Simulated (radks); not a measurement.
Q: The hafnium ion Hf54+, configuration [Ar]. All-electron calculation, scalar-relativistic Kohn-Sham, PBE, spin-polarised, spherical densities, finite nucleus; Fermi nuclear charge, rms radius 5.347 fm. Program: a radial shooting solver on a logarithmic mesh with Libxc functionals. Some entries of the table are withheld. Estimate them.

orbital,occ.,eigenvalue (eV),r(max) (bohr)
1s,2,-69118.68,(1)
2s,2,-14917.94,0.06781
2p,6,(2),0.05541
3s,2,(3),0.1839
3p,6,-5391.518,0.1797

A: 
(1) 1s r(max) (bohr): 0.01190
(2) 2p eigenvalue (eV): -13581.35
(3) 3s eigenvalue (eV): -5790.554
